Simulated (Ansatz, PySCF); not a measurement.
C4H8OSi, SMILES C[SiH]1CC(C1)=O. Atoms are numbered in the order given.

```xyz
14

C      2.5171    -0.4680     0.0000
Si     0.8870     0.4614     0.0000
C     -0.4895    -0.1181     1.2022
C     -1.4432    -0.0131     0.0000
O     -2.6071     0.2941     0.0000
C     -0.4895    -0.1181    -1.2022
H      2.3449    -1.5559     0.0000
H      3.1144    -0.2142    -0.8905
H      3.1144    -0.2142     0.8905
H      1.0882     1.9366     0.0000
H     -0.8254     0.4100     2.1046
H     -0.3140    -1.1810     1.4495
H     -0.3140    -1.1810    -1.4495
H     -0.8254     0.4100    -2.1046
```

Geometry optimised at B3LYP-D3(BJ)/def2-SVP. The structure was generated by enumeration, and PubChem lists no compound with its InChIKey, so it may never have been made.

Two levels are set side by side: PBE-D3(BJ)/def2-SVP (Ansatz, a program for electronic structure) and B3LYP-D3(BJ)/def2-SVP (Ansatz). Each level has its own optimised geometry; the coordinates shown are those of the second. Frequencies come from the Hessian of PySCF at each geometry. Differences are taken from unrounded values.

```tsv
quantity	B3LYP-D3(BJ)
mean bond length (Å)	1.371
bond C1–Si2 (Å)	1.876
bond Si2–C3 (Å)	1.917
bond Si2–C6 (Å)	1.917
bond C3–C4 (Å)	1.538
bond C4–O5 (Å)	1.204
bond C4–C6 (Å)	1.538
bond C1–H7 (Å)	1.101
bond C1–H8 (Å)	1.102
bond C1–H9 (Å)	1.102
bond Si2–H10 (Å)	1.489
bond C3–H11 (Å)	1.098
bond C3–H12 (Å)	1.105
bond C6–H13 (Å)	1.105
bond C6–H14 (Å)	1.098
highest harmonic wavenumber (cm⁻¹)	3147
mean harmonic wavenumber (cm⁻¹)	1313
zero-point energy (kcal/mol)	67.59
```

Q: What does PBE-D3(BJ) give, and how far is it from B3LYP-D3(BJ)? (Estimate from the structure and the level; the computed values follow.)

A: 
```json
[
 {"quantity": "mean bond length (Å)", "PBE-D3(BJ)": "1.378", "PBE-D3(BJ) minus B3LYP-D3(BJ)": "0.007"},
 {"quantity": "bond C1–Si2 (Å)", "PBE-D3(BJ)": "1.882", "PBE-D3(BJ) minus B3LYP-D3(BJ)": "0.006"},
 {"quantity": "bond Si2–C3 (Å)", "PBE-D3(BJ)": "1.922", "PBE-D3(BJ) minus B3LYP-D3(BJ)": "0.005"},
 {"quantity": "bond Si2–C6 (Å)", "PBE-D3(BJ)": "1.922", "PBE-D3(BJ) minus B3LYP-D3(BJ)": "0.005"},
 {"quantity": "bond C3–C4 (Å)", "PBE-D3(BJ)": "1.540", "PBE-D3(BJ) minus B3LYP-D3(BJ)": "0.002"},
 {"quantity": "bond C4–O5 (Å)", "PBE-D3(BJ)": "1.214", "PBE-D3(BJ) minus B3LYP-D3(BJ)": "0.011"},
 {"quantity": "bond C4–C6 (Å)", "PBE-D3(BJ)": "1.540", "PBE-D3(BJ) minus B3LYP-D3(BJ)": "0.002"},
 {"quantity": "bond C1–H7 (Å)", "PBE-D3(BJ)": "1.109", "PBE-D3(BJ) minus B3LYP-D3(BJ)": "0.007"},
 {"quantity": "bond C1–H8 (Å)", "PBE-D3(BJ)": "1.109", "PBE-D3(BJ) minus B3LYP-D3(BJ)": "0.007"},
 {"quantity": "bond C1–H9 (Å)", "PBE-D3(BJ)": "1.109", "PBE-D3(BJ) minus B3LYP-D3(BJ)": "0.007"},
 {"quantity": "bond Si2–H10 (Å)", "PBE-D3(BJ)": "1.502", "PBE-D3(BJ) minus B3LYP-D3(BJ)": "0.013"},
 {"quantity": "bond C3–H11 (Å)", "PBE-D3(BJ)": "1.105", "PBE-D3(BJ) minus B3LYP-D3(BJ)": "0.007"},
 {"quantity": "bond C3–H12 (Å)", "PBE-D3(BJ)": "1.113", "PBE-D3(BJ) minus B3LYP-D3(BJ)": "0.008"},
 {"quantity": "bond C6–H13 (Å)", "PBE-D3(BJ)": "1.113", "PBE-D3(BJ) minus B3LYP-D3(BJ)": "0.008"},
 {"quantity": "bond C6–H14 (Å)", "PBE-D3(BJ)": "1.105", "PBE-D3(BJ) minus B3LYP-D3(BJ)": "0.007"},
 {"quantity": "highest harmonic wavenumber (cm⁻¹)", "PBE-D3(BJ)": "3097", "PBE-D3(BJ) minus B3LYP-D3(BJ)": "-50"},
 {"quantity": "mean harmonic wavenumber (cm⁻¹)", "PBE-D3(BJ)": "1279", "PBE-D3(BJ) minus B3LYP-D3(BJ)": "-35"},
 {"quantity": "zero-point energy (kcal/mol)", "PBE-D3(BJ)": "65.81", "PBE-D3(BJ) minus B3LYP-D3(BJ)": "-1.78"}
]
```

Exact exchange shortens and stiffens bonds; PBE has none. Differences between two approximate levels are no errors against the true value.
